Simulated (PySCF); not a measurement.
Polarisability and C₆ of Ne³⁺ (neon, charge +3)

[He] 2s2 2p3, high-spin 4S determinant. Computed with PySCF 2.14 in def2-TZVPPD (6s4p3d1f, 40 functions), with the non-relativistic Hamiltonian (point nucleus). Coupled (time-dependent) response in atomic units; α is the mean over directions.

```json
{"method": "UHF", "mean α (bohr³)": "0.7071", "C₆ (like pair)": "0.6035", "S(−4)": "0.6212"}
{"method": "PBE", "mean α (bohr³)": "0.6837", "C₆ (like pair)": "0.6021", "S(−4)": "0.5072"}
{"method": "PBE0", "mean α (bohr³)": "0.6846", "C₆ (like pair)": "0.5985", "S(−4)": "0.5212"}
{"method": "M06-L", "mean α (bohr³)": "0.7272", "C₆ (like pair)": "0.6373", "S(−4)": "0.6299"}
{"method": "wB97M-V", "mean α (bohr³)": "0.6731", "C₆ (like pair)": "0.5997", "S(−4)": "0.4536"}
```

S(−4) is the Cauchy moment in α(ω) = α(0) + S(−4) ω² + …

α(iu) at PBE0:

| u (hartree) | α(iu) (bohr³) |
| --- | --- |
| 0 | 0.6846 |
| 0.0500 | 0.6833 |
| 0.100 | 0.6794 |
| 0.200 | 0.6648 |
| 0.300 | 0.6427 |
| 0.500 | 0.5865 |
| 0.750 | 0.5144 |
| 1.00 | 0.4527 |
| 1.50 | 0.3614 |
| 2.00 | 0.2972 |
| 3.00 | 0.2101 |
| 5.00 | 0.1163 |

A single London oscillator, α(iu) = α/(1 + u²/ω²), gives C₆ = (3/4) ω α². Matching the computed C₆ needs ω = 4 × 0.5985 / (3 × 0.6846²) = 1.70 hartree.

For an ion, C₆ is the dispersion term alone; charge-induced terms of lower order in 1/R come first.
